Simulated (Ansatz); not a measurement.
Species: germyl acetate, C$_{2}$H$_{6}$GeO$_{2}$, net charge 0, singlet state. 
Structure (B3LYP-D3(BJ)/def2-TZVP (Ansatz, an electronic-structure program) minimum search):
```
C
O 1 1.2111
O 1 1.3367 2 122.35
C 1 1.5039 2 124.77 3 -180.00
H 4 1.0862 1 109.93 2 0.00
H 4 1.0908 5 110.14 1 120.93
H 4 1.0908 5 110.14 6 118.14
Ge 3 1.8435 1 114.72 2 0.00
H 8 1.5299 3 108.88 1 62.14
H 8 1.5299 9 113.55 3 121.47
H 8 1.5337 9 112.18 10 128.50
```

Wanted: vertical ionisation energy (to the doublet state of charge +1; each state is the SCF solution reached for its spin), in eV. Valence correlation only, unless marked. Open shells are spin-unrestricted. Spin-orbit coupling is left out. The frozen core is the preceding noble-gas configuration, with the filled d and f shells of earlier blocks. Non-relativistic. CBS marks a two-point X^-3 extrapolation of the correlation energy; Hartree-Fock from the larger set. [CCSD(T)-MP2]/basis is that difference in the basis named.

| level | program | vertical ionisation energy (eV) |
|---|---|---|
| SVWN5/def2-TZVPD | Ansatz | ___ |
| r2SCAN/def2-TZVPD | Ansatz | ___ |
| PBE0/def2-TZVPD | Ansatz | 10.19 |
| wB97X-V/def2-TZVPD | Ansatz | 10.33 |
| B2PLYP/def2-TZVPD | Ansatz | ___ |
| SCS-MP2/aug-cc-pVDZ | Ansatz | 10.60 |
| RI-MP2/CBS(aug-cc-pVTZ,aug-cc-pVQZ)+[CCSD(T)-MP2]/aug-cc-pVTZ | Ansatz | 10.57 |

Some entries are withheld; supply them.


- SVWN5/def2-TZVPD, vertical ionisation energy (eV): 10.24
- r2SCAN/def2-TZVPD, vertical ionisation energy (eV): 10.06
- B2PLYP/def2-TZVPD, vertical ionisation energy (eV): 10.36
